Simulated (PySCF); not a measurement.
## Which functional comes closest?

Molecule: `c1(C(C)=O)cccs1`, C₆H₆OS.

Atom-mapped SMILES (the numbers label the heavy atoms): `[CH3:1][C:2](=[O:3])[c:4]1[cH:5][cH:6][cH:7][s:8]1` (H(Xn): hydrogen on atom n).

Geometry PBE0-D3(BJ)/def2-SVP throughout; GIAO in PySCF 2.14.0 with density-fitted response routines, gas phase, one conformer, non-relativistic; equivalent atoms averaged; basis pcSseg-1.

Reference values (estimated from measurements, as parent shift plus tabulated substituent increments; solution, not stated per compound (mostly CDCl3 or CCl4); Pretsch, Buehlmann, Badertscher, Structure Determination of Organic Compounds, 4th ed. (2009)): δ(H(C5)) = 7.69 ppm, δ(H(C6)) = 7.12 ppm, δ(H(C7)) = 7.63 ppm. Computed shifts are taken against TMS, calculated as an isolated molecule at each level.

Problem. How do the functionals HF, PBE, BLYP, KT3, PBE0, mPW1PW91, B97-2, CAM-B3LYP, wB97X-D perform against the reference? Times are CPU seconds on shared hosts with different chips, so compare them loosely; the GGAs took longer than the global hybrids here, which isn't the general rule, and the cause wasn't traced.

Solution. 
```tsv
functional	kind	H(C5)	H(C6)	H(C7)	mean abs. error H	core-s
HF	Hartree–Fock	8.50	7.21	7.55	0.33	11
PBE	GGA	7.95	7.11	7.09	0.27	70
BLYP	GGA	7.87	6.99	6.99	0.32	70
KT3	GGA	7.88	7.00	7.01	0.31	70
PBE0	global hybrid	8.13	7.20	7.26	0.30	21
mPW1PW91	global hybrid	8.12	7.19	7.25	0.29	33
B97-2	global hybrid	8.07	7.15	7.21	0.28	38
CAM-B3LYP	range-separated hybrid	8.10	7.12	7.25	0.26	40
wB97X-D	range-separated hybrid	8.12	7.18	7.31	0.27	50
```

For 1H the closest is CAM-B3LYP (0.26 ppm, with wB97X-D, PBE, B97-2, mPW1PW91 practically level) and the furthest HF (0.33 ppm). One molecule is a small sample, and vibrational and solvent effects are absent from the calculation.
